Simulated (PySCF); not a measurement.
Ge(H)(Me)2(OH) (C2H8GeO), SMILES [GeH]([CH3])([CH3])[OH]. Atoms are numbered in the order given.

```xyz
12

Ge    -0.2768     0.0397     0.0000
C      0.3363    -0.8923     1.6157
C      0.3363    -0.8923    -1.6157
O      0.3259     1.7362     0.0000
H     -1.8077     0.2216     0.0000
H      1.4339    -0.9829     1.6194
H      0.0259    -0.3431     2.5170
H     -0.0929    -1.9059     1.6560
H      0.0259    -0.3431    -2.5170
H      1.4339    -0.9829    -1.6194
H     -0.0929    -1.9059    -1.6560
H      1.2900     1.7905     0.0000
```

Coordinates come from a B3LYP-D3(BJ)/def2-SVP optimisation. Other conformers were not sampled.

Calculation: PySCF with PBE0/pcSseg-1.

GIAO shieldings, no solvent; atoms alike by connectivity are averaged. δ = σ(ref) − σ: ⁷³Ge against GeH4 (σ = 1658.3 ppm); ¹³C against TMS (σ = 186.3 ppm); ¹⁷O against H2O (σ = 334.2 ppm); ¹H against TMS (σ = 31.56 ppm), references at their B3LYP-D3(BJ)/def2-TZVP geometries, non-relativistic.

```tsv
nucleus	atoms	count	δ (ppm)
⁷³Ge	Ge1	1	388.1
¹³C	C2, C3	2	4.4
¹⁷O	O4	1	23.0
¹H	H5	1	5.36
¹H	H6, H7, H8, H9, H10, H11	6	0.67
¹H	H12	1	-0.05
```
